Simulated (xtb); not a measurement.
Species: CH2BN, SMILES `BC#N` (charge 0, multiplicity 1).

Question: Give a relaxed geometry from GFN2-xTB in xtb.

Answer: the end point of this relaxation (outside a Z-matrix the atoms follow the SMILES, hydrogens last).
Cartesian coordinates (Å) in one orientation:
```xyz
5

B     -0.608     0.007    -0.029
C      0.901    -0.008     0.045
N      2.050    -0.021     0.098
H     -1.163     1.032    -0.051
H     -1.180    -1.010    -0.064
```
